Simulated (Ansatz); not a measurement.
H3O2PSi (`OP1O[SiH2]1`). The species carries charge 0 and has multiplicity 1.

Z-matrix (Å, degrees):
```
P
O 1 1.594
Si 1 2.485 2 45.7
O 1 1.610 2 104.8 3 -100.4
H 1 1.617 2 89.8 3 -3.7
H 3 1.532 1 90.4 2 100.2
H 4 0.966 1 115.0 2 23.3
```

Question: List the harmonic frequencies (cm⁻¹, unscaled) at PBE0-D4/def2-TZVP in Ansatz. (Estimate.)

Answer: The calculation gave: 144, 311, 341, 410, 576, 585, 786, 835, 851, 923, 996, 1235, 1603, 1996, 3796.

Question: Is this a minimum?

Answer: Yes, all 15 modes are real.

Question: Give the ideal-gas thermochemistry at 298.15 K and 1 bar (rigid rotor, harmonic oscillator; point group C1, symmetry number 1).

Answer: Zero-point energy 92.0 kJ/mol; H(298) − E = 108.2 kJ/mol; entropy 305.9 J/(mol·K), of which translation 165.5, rotation 106.7, vibration 33.7; G(298) − E = 17.0 kJ/mol.

Question: Rotational constants (cm⁻¹)?

Answer: 0.385, 0.1042, 0.09886.
